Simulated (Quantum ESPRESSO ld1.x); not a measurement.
The numbers below are computed, except where a source is named.
Question: The mean radii <r> (bohr) of the occupied orbitals of an atom or ion are listed with their occupations. Code: ld1.x of Quantum ESPRESSO 7.5. Model: scalar-relativistic Kohn-Sham, LDA (Slater exchange, VWN5 correlation), spin-polarised, spherical densities, point nucleus.

| orbital | occ. | <r> |
|---|---|---|
| 1s up | 1 | 0.03432 |
| 1s down | 1 | 0.03432 |
| 2s up | 1 | 0.1498 |
| 2s down | 1 | 0.1498 |
| 2p up | 3 | 0.1304 |
| 2p down | 3 | 0.1304 |
| 3s up | 1 | 0.4163 |
| 3s down | 1 | 0.4161 |
| 3p up | 3 | 0.4170 |
| 3p down | 3 | 0.4169 |
| 3d up | 5 | 0.3995 |
| 3d down | 5 | 0.3992 |
| 4s up | 1 | 1.059 |
| 4s down | 1 | 1.054 |
| 4p up | 3 | 1.174 |
| 4p down | 3 | 1.168 |
| 4d up | 5 | 1.663 |
| 5s up | 1 | 2.945 |

Name the element and its charge. Open shells, if any, are filled with parallel spins first.

Answer: Z = 43, technetium, charge +1: Tc+ in [Kr] 4d5 5s1. The 1s radius gives Z: for a bare nucleus <r> = (2 gamma + 1)/(2Z) with gamma = sqrt(1 - (Z/c)^2), 0.03371 bohr for Z = 43, and screening makes it slightly larger (0.03432 here). The occupations add up to 42, and the charge is Z minus that.
